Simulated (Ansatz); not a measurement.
CrF2O2 (SMILES [O]=[Cr](=[O])([F])[F]), singlet, at a GFN2-xTB geometry (such geometries of metal compounds can be far from the true shape); WB97M-V/STO-3G in Ansatz (a first-principles code).

Ansatz was given this input:
Ansatz 0.2 input:
```yaml
crystal:
  periodic: [false, false, false]
  atoms:
    - {symbol: Cr, position_ang: [0.05209847, -0.00918190, 0.01711959]}
    - {symbol: O, position_ang: [1.23511899, -0.33445517, -0.92728600]}
    - {symbol: O, position_ang: [0.50205912, 0.02829272, 1.49812372]}
    - {symbol: F, position_ang: [-0.56708148, 1.48699299, -0.39379254]}
    - {symbol: F, position_ang: [-1.11600608, -1.19036352, -0.15927100]}
basis:
  gaussian:
    orbitals: STO-3G
hamiltonian:
  xc: {name: wB97M-V}
accuracy: high
```

The log (banner, timings and long lists left out):

```
Functional definition: wB97M-V
902 factors; integrals over basis functions are off by at most 3.6e-9 eV
192 factors; integrals over basis functions are off by at most 1.2e-9 eV
mean field evaluation 1: about -37471.3887 eV, gradient 1.3e2 eV
mean field evaluation 2: about -37098.6032 eV, gradient 3.0e2 eV
mean field evaluation 4: about -37511.8714 eV, gradient 7.5e1 eV
mean field evaluation 8: about -37512.3139 eV, gradient 7.4e1 eV
mean field evaluation 16: about -37523.6991 eV, gradient 1.7e-5 eV
mean field -37523.69908679 eV, -1378.9705069629 hartree, gradient 1.2e-8 eV, S^2 0.000000; 0 other end points of the search recorded, 0 dependent functions left out
reference -37523.69908930 eV, -1378.9705070550 hartree; 29, 29 occupied and 9, 9 virtual orbitals, 902 factors
Total energy: -37523.69908930 eV, -1378.9705070550 hartree
```
